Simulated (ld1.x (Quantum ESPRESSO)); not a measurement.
# As (Z = 33), TM: configuration errors across variants

As (Z = 33), norm-conserving Troullier–Martins (Kleinman–Bylander form), made with ld1.x (Quantum ESPRESSO) 7.5 (PBE, scalar-relativistic). Core [Ar] 3d10, reference 4s2 4p3. Waves: 4s (bound): rc 1.70 bohr; 4p (bound): rc 1.35 bohr. Local part: the p channel. Core correction: a·sin(br)/r model core, default radius (core density twice the valence density).

All-electron excitation energies from the reference (eV): (1) 4s2 4p2 9.149; (2) 4s2 4p1 27.067; (3) 4s2 4p0 54.770; (4) 4s2 4p3.3 -1.234; (5) 4s2 4p2.5 3.555; (6) 4s1 4p4 9.417; (7) 4s0 4p5 19.056.

The default core radius of the base comes out at 1.26 bohr.

1 further variants failed, have other tests or too few solved ones, and are left out.

A true bound ghost makes a file unfit for plane-wave use even where its test errors are small: the radial tests pick states by their node count and pass the ghost by.

Errors AE − PS in meV (a dash: test not solved or not reliable):

| change | (1) | (2) | (3) | (4) | (5) | (6) | (7) | bound ghosts |
| --- | --- | --- | --- | --- | --- | --- | --- | --- |
| base | -1.9 | -20 | -105 | +0.2 | -0.4 | -5.2 | -16 | s |
| local potential the s channel | -4.0 | -26 | -94 | +0.1 | -1.0 | -7.4 | -28 | p |
| wave 4s (bound): rc 1.70 bohr becomes 4s (bound): rc 2.42 bohr | -0.1 | -3.4 | -32 | +0.2 | -0.2 | -34 | -138 | none |
| core correction a·sin(br)/r model core inside 0.90 bohr | -2.0 | -21 | -110 | +0.2 | -0.5 | -5.8 | -19 | s |
| all radii but the core radius scaled by about 0.85 (s 1.44, p 1.14 bohr) | +3.6 | +2.2 | -107 | +0.4 | +0.8 | -2.2 | -2.6 | s |

**Question.** Give the same row for: wave 4p (bound): rc 1.35 bohr becomes 4p (bound): rc 1.96 bohr.

**Answer.** -3.9, -29, -122, +0.1, -0.9, -9.0, -32; bound ghosts: none.
